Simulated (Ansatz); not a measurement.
## Energy profile

The step: Ge₄H₁₀O ([OH][Ge]([GeH3])([GeH3])[GeH3]) + HCl → Ge₃H₇ClO ([OH][Ge]([Cl])([GeH3])[GeH3]) + GeH₄; bonds formed: Ge1–Cl7, Ge2–H6; bonds broken: Ge1–Ge2, H6–Cl7 (atoms numbered as in the saddle structure below).

Ge1  (-0.397, -0.105, -0.372)
Ge2  (2.050, -0.868, 0.741)
Ge3  (0.007, 1.601, -2.041)
Ge4  (-2.137, -0.311, 1.308)
O5  (-0.151, -1.672, -1.235)
H6  (0.925, 0.455, 0.823)
Cl7  (0.189, 2.074, 1.297)
H8  (2.762, -1.015, -0.603)
H9  (1.507, -2.205, 1.258)
H10  (2.950, -0.204, 1.793)
H11  (-0.190, 0.978, -3.435)
H12  (1.449, 2.086, -1.872)
H13  (-1.002, 2.725, -1.799)
H14  (-1.475, -0.492, 2.675)
H15  (-2.979, -1.563, 0.972)
H16  (-3.010, 0.943, 1.248)
H17  (-0.499, -2.430, -0.757)
(Å)

Electronic energies by CCSD(T) at an estimated basis limit (MP2 extrapolated from triple and quadruple zeta, plus CCSD(T) − MP2 in triple zeta), on PBE0-D4/def2-TZVP structures; Ge₄H₁₁ClO, closed shell; no counterpoise correction. Program: Ansatz 0.2.0. Basis: def2-TZVPP and def2-QZVPP. Cores are frozen in the correlated methods. Filled d shells of the heavier atoms are correlated. The def2 sets are not built for correlating such inner shells, so the correlated values are less sure here. Extrapolation: Hartree–Fock as exp(−7.88 √X), correlation as X^−2.97.

Q: Give the profile in kcal/mol, counted from the separated reactants. (An estimate is asked for; the value comes from the calculation.)

A: The calculation gives:
```json
{"point": "separated: Ge₄H₁₀O (linked as [OH][Ge]([GeH3])([GeH3])[GeH3]; Ge1, Ge2, Ge3, Ge4, O5, H8, H9, H10, H11, H12, H13, H14, H15, H16, H17; singlet) + HCl (H6, Cl7; singlet)", "kcal/mol": "0.00"}
{"point": "start structure", "kcal/mol": "-2.52"}
{"point": "saddle", "kcal/mol": "28.76"}
{"point": "end structure", "kcal/mol": "-14.93"}
{"point": "separated: Ge₃H₇ClO (linked as [OH][Ge]([Cl])([GeH3])[GeH3]; Ge1, Ge3, Ge4, O5, Cl7, H11, H12, H13, H14, H15, H16, H17; singlet) + GeH₄ (Ge2, H6, H8, H9, H10; singlet)", "kcal/mol": "-12.06"}
```

T1 diagnostic: at most 0.013.

For scale, one of the runs: CCSD(T)/def2-TZVPP, 419 basis functions, launched by `ansatz run in.yaml --threads 4 --pin off --events-out ev --progress --plain --max-ram 66560MiB --backend cuda --devices 0, --max-vram 37GiB`. The run took 110 s on 4 CPU threads of an AMD EPYC 7R13 and a share of one NVIDIA H100 (shared host), with 0.96 GiB of host memory at its peak.
